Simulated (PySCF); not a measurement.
Structure problem from calculated spectra and properties.

Formula: C3H9AlF2OS.

| Item | Value |
| --- | --- |
| 13C NMR | chemical shifts (computed TMS as zero) by class: 120.1 (1 C), 22.0 (2 C) ppm [GIAO PBE0/pcSseg-1] |
| Triplet | lowest triplet excitation (Tamm–Dancoff): 6.23 eV [TDA wB97X-D/def2-SVPD] |
| NMR, other nuclei | isotropic shieldings of nuclei other than C and H, by class: 206 (1 O), 243 (2 F), 436 (1 Al), 588 (1 S) ppm [GIAO PBE0/pcSseg-1] |
| UV, first state | lowest singlet excitation: 6.68 eV (186 nm, f = 0.010) [TDDFT wB97X-D/def2-SVPD] |
| Polarisability | 91.7 au [wB97X-D/def2-SVPD] |
| UV, strongest line | among the 10 lowest singlet transitions: S8 at 8.39 eV (148 nm, f = 0.166) [TDDFT wB97X-D/def2-SVPD] |
| Rotational structure | rotational constants A, B, C: 2.135, 0.951, 0.798 GHz [PBE0-D3(BJ)/def2-SVP] |
| Valence photoelectron | vertical ionisation energy: 10.05 eV [ΔSCF wB97X-D/def2-SVPD] |

Gas-phase values; electronic properties from PySCF, density fitting. Levels stand in brackets. The structure is a single PBE0-D3(BJ)/def2-SVP conformer in the gas phase; no vibrational or solvent corrections. Each NMR value is the plain mean over a class of atoms that symmetry, rotation or inversion makes alike.

**Question.** Give a SMILES that accounts for the data.

**Answer.** Numbering: `[CH3:1][S+:2]([CH3:3])[AlH2-:4][O:5][CH:6]([F:7])[F:8]`. 3 carbons fall into 2 classes; from least to most shielded: CHF2 carbon [C6] (120.1 ppm), S-methyl carbon [C1/C3] (22.0 ppm, 2 C, up to 5.5 ppm apart in this geometry). The other shieldings belong to: 206 ppm, oxygen bonded to Al and C [O5]; 243 ppm, fluorine of a CF2 group [F7/F8]; 436 ppm, aluminium bonded to O, S and 2 H [Al4]; 588 ppm, sulfur bonded to Al and 2 C [S2]. The first electron is taken from the HOMO, whose largest Löwdin shares are 0.31 on the aluminium bonded to O, S and 2 H, 0.30 on an Al–H hydrogen, 0.17 on an Al–H hydrogen and 0.09 on the oxygen bonded to Al and C. The optimised geometry has point group C1 and is an asymmetric top. Structure: `C[S+](C)[AlH2-][O]C(F)F`. The assignments are read from this structure; whether some other isomer fits the data as well wasn't checked.

The values belong to the conformer `[CH3:1][S+:2]([CH3:3])[AlH2-:4][O:5][CH:6]([F:7])[F:8]`: C1–S2–Al4–O5 -179°, S2–Al4–O5–C6 44°, Al4–O5–C6–F7 -67°.
